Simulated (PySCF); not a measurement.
Compound: C8H6OS.
Numbering: `[cH:1]1[cH:2][s:3][c:4](-[c:5]2[cH:6][cH:7][o:8][cH:9]2)[cH:10]1` (hydrogens: H11 on C1; H12 on C2; H13 on C6; H14 on C7; H15 on C9; H16 on C10)

Method used: PBE0-D3(BJ)/def2-SVP geometry optimisation, gas phase in PySCF 2.14.0.

(1) Give the optimised bond lengths and angles.

Results:

(1) 
```csv
bond,length (bohr),order
C1–C2,2.588,aromatic
C2–S3,3.245,aromatic
S3–C4,3.275,aromatic
C4–C5,2.745,single
C5–C6,2.720,aromatic
C6–C7,2.569,aromatic
C7–O8,2.547,aromatic
O8–C9,2.543,aromatic
C4–C10,2.604,aromatic
C1–C10,2.685,aromatic
C5–C9,2.591,aromatic
C1–H11,2.061,single
C2–H12,2.058,single
C6–H13,2.055,single
C7–H14,2.054,single
C9–H15,2.055,single
C10–H16,2.061,single
```

Orders are formal, as drawn. A selection of angles:
```csv
angle,degrees
C2–C1–C10,112.6
C2–C1–H11,123.3
C10–C1–H11,124.1
C1–C2–S3,111.5
C1–C2–H12,128.4
S3–C2–H12,120.1
C2–S3–C4,92.3
S3–C4–C5,121.5
S3–C4–C10,110.4
C5–C4–C10,128.2
C4–C5–C6,126.7
C4–C5–C9,128.3
C6–C5–C9,105.0
C5–C6–C7,106.1
C5–C6–H13,127.3
C7–C6–H13,126.6
C6–C7–O8,110.6
C6–C7–H14,133.2
O8–C7–H14,116.3
C7–O8–C9,107.5
O8–C9–H15,116.5
C5–C9–O8,110.8
C5–C9–H15,132.7
C4–C10–H16,122.9
C1–C10–C4,113.2
C1–C10–H16,123.9
```

Dihedral angles: S3–C4–C5–C6 180° (antiperiplanar).

Of the pairs four or more bonds apart, C6···H16 is among the closest relative to their van der Waals radii: 2.97 Å, 102 % of the sum of Bondi's values. The 5-membered ring C5–C6–C7–O8–C9 has internal angles of 105.0° to 110.8°; it is planar, 0.00 Å rms from its mean plane, widest ring torsion 0°. The 7 C–C bonds span 1.360 Å (C6–C7, aromatic) to 1.452 Å (C4–C5, drawn single), a spread of 0.092 Å. The 10 heavy atoms lie in one plane (0.002 Å rms). S3 (thiophene-type sulfur) is bent (angle 92.3°). The 5-membered ring C1–C2–S3–C4–C10 has internal angles of 92.3° to 113.2° (sum 540°, against 540° for a flat polygon); it is planar, 0.00 Å rms from its mean plane, widest ring torsion 0°.

Point group: Cs (every atom within 0.08 Å of its image). PBE0-D3(BJ)/def2-SVP frequencies: not computed here. The numbers are those of one conformer.
